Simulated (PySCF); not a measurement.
The geometry has D5h symmetry (within 0.05 Å) and had no frequency check at the DFT level, so a distortion to lower symmetry isn't ruled out.

```xyz
20

Si     0.6295     1.9309     1.1973
Si    -1.6402     1.1942     1.2009
Si    -1.6435     1.1930    -1.1975
Si     0.6261     1.9296    -1.2009
Si     2.0281    -0.0012    -1.2020
Si     2.0314     0.0000     1.1964
Si     0.6283    -1.9300     1.1992
Si    -1.6409    -1.1920     1.2020
Si    -1.6442    -1.1933    -1.1963
Si     0.6250    -1.9313    -1.1991
H      1.0139     3.1099     2.0325
H     -2.6413     1.9234     2.0382
H     -2.6470     1.9213    -2.0328
H      1.0083     3.1078    -2.0383
H      3.2662    -0.0020    -2.0400
H      3.2718     0.0001     2.0310
H      1.0121    -3.1084     2.0355
H     -2.6425    -1.9198     2.0401
H     -2.6481    -1.9218    -2.0309
H      1.0065    -3.1105    -2.0353
```

Charge 0, multiplicity 1.

### Question
Give the Mulliken and meta-Löwdin atomic charges from PBE0-D3(BJ)/def2-SVP // B3LYP-D3(BJ)/def2-SVP (PySCF 2.14.0).

### Answer

| atom | Mulliken (e) | meta-Löwdin (e) |
|---|---|---|
| Si1 | -0.01 | 0.04 |
| Si2 | -0.01 | 0.04 |
| Si3 | -0.01 | 0.04 |
| Si4 | -0.01 | 0.04 |
| Si5 | -0.01 | 0.04 |
| Si6 | -0.01 | 0.04 |
| Si7 | -0.01 | 0.04 |
| Si8 | -0.01 | 0.04 |
| Si9 | -0.01 | 0.04 |
| Si10 | -0.01 | 0.04 |
| H11 | 0.01 | -0.04 |
| H12 | 0.01 | -0.04 |
| H13 | 0.01 | -0.04 |
| H14 | 0.01 | -0.04 |
| H15 | 0.01 | -0.04 |
| H16 | 0.01 | -0.04 |
| H17 | 0.01 | -0.04 |
| H18 | 0.01 | -0.04 |
| H19 | 0.01 | -0.04 |
| H20 | 0.01 | -0.04 |
